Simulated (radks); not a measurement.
Q: The mean radii <r> (bohr) of the occupied orbitals of an atom or ion are listed with their occupations. All-electron calculation, Dirac Kohn-Sham, PBEsol, spin-unpolarised, spherical densities, point nucleus. Program: a radial shooting solver on a logarithmic mesh with Libxc functionals.

orbital  occ.      <r>
1s1/2       2  0.01579
2s1/2       2  0.06577
2p1/2       2  0.05389
2p3/2       4  0.06294
3s1/2       2   0.1710
3p1/2       2   0.1616
3p3/2       4   0.1780
3d3/2       4   0.1545
3d5/2       6   0.1595
4s1/2       2   0.3770
4p1/2       2   0.3778
4p3/2       4   0.4126
4d3/2       4   0.4162
4d5/2       6   0.4273
5s1/2       2   0.8314
4f5/2       6   0.4381
4f7/2       8   0.4443
5p1/2       2   0.8852
5p3/2       4   0.9752
5d3/2       4    1.213
5d5/2       6    1.258
6s1/2       2    2.187
6p1/2       2    2.776
6p3/2       1    3.239

Name the element and its charge. Open shells, if any, fill j = l - 1/2 first.

A: Z = 83, bismuth, charge 0: Bi in [Hg] 6p3. The 1s radius gives Z: for a bare nucleus <r> = (2 gamma + 1)/(2Z) with gamma = sqrt(1 - (Z/c)^2), 0.01561 bohr for Z = 83, and screening makes it slightly larger (0.01579 here). The occupations add up to 83, and the charge is Z minus that.
